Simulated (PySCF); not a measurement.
**Whose spectrum? (non-alternant PAH with 4-rings)**

All values: TDDFT CAM-B3LYP/6-31G*, gas phase, PySCF SCF with an in-house response code, fitting set def2-universal-JFIT up to Ne and JKFIT beyond, grid level 1 (kernel 0), vertical, one conformer each, geometries GFN2-xTB; core orbitals frozen in the response, virtual orbitals above 1.5 Eh left out. The lowest 6 singlets were sought, and the brightest is taken among them. The runs took 2 to 3 CPU minutes each on shared server CPUs.

One system has its HOMO at -5.87 eV, its LUMO at -0.72 eV and these singlet states:

| state | eV | f |
| --- | --- | --- |
| S1 | 2.48 | 0.000 |
| S2 | 3.60 | 0.156 |
| S3 | 4.26 | 0.176 |
| S4 | 4.41 | 0.000 |
| S5 | 4.73 | 0.404 |
| S6 | 5.02 | 0.000 |

Question: Which is it?
A. c1ccc2c3c(ccc2c1)=c1c=3ccc2ccccc12 (C20H12)
B. c1ccc2c3c(ccc2c1)-c1c-3ccc2cc[siH]cc12 (C19H12Si)
C. c1ccc2c3c(ccc2c1)-c1c-3ccc2pcccc12 (C19H11P)

Answer: A.

Question: How do the candidates compare?

Answer: 
| system | HOMO / eV | LUMO / eV | S1 / eV | f(S1) | brightest state sought / eV |
| --- | --- | --- | --- | --- | --- |
| c1ccc2c3c(ccc2c1)-c1c-3ccc2cc[siH]cc12 | -5.77 | -0.74 | 2.43 | 0.003 | 4.47 |
| c1ccc2c3c(ccc2c1)-c1c-3ccc2pcccc12 | -6.03 | -1.05 | 2.43 | 0.003 | 4.51 |
| c1ccc2c3c(ccc2c1)=c1c=3ccc2ccccc12 | -5.87 | -0.72 | 2.48 | 0.000 | 4.73 |
